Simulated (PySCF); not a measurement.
Tautomers of CC(=O)S. Isolated molecules, 0 K electronic values unless said otherwise. One relaxed conformer stands for each flexible species; it need not be the lowest. Strings in code marks are SMILES.

The LUMO from two functionals at the same geometries (B3LYP-D3(BJ)/def2-TZVP), both in PySCF: PBE-D3(BJ)/def2-TZVP and TPSSh-D3(BJ)/def2-TZVP. 

| species | PBE-D3(BJ)/def2-TZVP (eV) |
|---|---|
| `CC(=O)S` (O–C–S–H torsion 180°) | -1.78 |
| `C(O)(S)=C` (S–C–O–H torsion 180°, O–C–S–H torsion -180°) | -0.78 |
| `CC(O)=S` (S–C–O–H torsion 0°) | -2.38 |

Task: What does TPSSh-D3(BJ)/def2-TZVP give for each?

Result: 
- `CC(=O)S` (O–C–S–H torsion 180°): -1.21
- `C(O)(S)=C` (S–C–O–H torsion 180°, O–C–S–H torsion -180°): -0.19
- `CC(O)=S` (S–C–O–H torsion 0°): -1.92
Over these rows, drawn at random from the members with no instability flagged (it was tested for open shells, ions and some series alone), PBE minus TPSSh-D3(BJ): mean -0.54 eV, from -0.59 eV to -0.45 eV.
